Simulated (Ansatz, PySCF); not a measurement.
CH₃GeIO, SMILES C[O][Ge][I] (connectivity only; charge and spin as stated), neutral, multiplicity 1.

Coordinates come from a B3LYP-D3(BJ)/def2-SVP optimisation. The structure was generated by enumeration; whether it is a known compound was not checked. The def2 effective core potentials stand for the cores of I; spin–orbit coupling is left out. Other conformers were not sampled.

Vertical ionisation energy (IE) and electron affinity (EA) in eV. Rows of orbital energies are one-electron estimates. Where ΔSCF, EOM or ADC give a negative EA the extra electron is unbound and the value depends on the basis.

| level | IE | EA |
|---|---|---|
| −ε(HOMO), −ε(LUMO), M06-2X/def2-TZVP (PySCF) | … | … |
| −ε(HOMO), −ε(LUMO), PBE/def2-TZVP (PySCF) | 6.25 | 3.18 |
| ΔSCF, PBE0/def2-SVPD (Ansatz), final states of multiplicity 2 and 2 | 9.37 | 0.84 |
| ΔSCF, PBE/def2-SVPD (Ansatz), final states of multiplicity 2 and 2 | 9.22 | 0.68 |

Fill in the missing entries. (Estimate from the structure and the level; the computed values follow.)


- −ε(HOMO), −ε(LUMO), M06-2X/def2-TZVP (PySCF), IE: 8.33
- −ε(HOMO), −ε(LUMO), M06-2X/def2-TZVP (PySCF), EA: 1.67

What vertical singlet–triplet gap does ΔSCF give with PBE0/def2-SVPD (Ansatz, a quantum-chemistry and plane-wave program) and with PBE/def2-SVPD (Ansatz)? (Estimate from the structure and the level; the computed values follow.)

2.92 and 3.02 eV (triplet above singlet where positive).
